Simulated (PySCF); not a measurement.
Shieldings and the share of exact exchange

Molecule: SMILES C=C/C=N\[SiH2]S, C3H7NSSi.

Numbering as in the mapped SMILES `[CH2:1]=[CH:2]/[CH:3]=[N:4]\[SiH2:5][SH:6]`. Each H is labelled by its parent atom. Ha(C1) is cis to C3; Hb(C1) is trans to C3.

GIAO shieldings (ppm, equivalent atoms averaged) in PySCF 2.14.0 with density-fitted response routines on the PBE0-D3(BJ)/def2-SVP geometry, basis pcSseg-1, gas phase, non-relativistic:

```tsv
functional	exact exchange (%)	σ(Si5)
BLYP	0	368.1
BP86	0	375.5
PBE	0	376.7
B3LYP	20	379.3
PBE0	25	390.6
BHandHLYP	50	397.3
HF	100	431.0
```

(1) Fit each shielding as a line in the percentage of exact exchange.

(2) What does the line predict for mPW1PW91 (25 %), and what does the run give?

Results:

(1) σ(Si5) = 372.6 + 0.57 x (rms 3.7 ppm). The functionals also differ in their semilocal parts, which the line can't hold; Hartree–Fock has no correlation at all.

(2) σ(Si5): 386.9 predicted, 389.0 computed ppm.
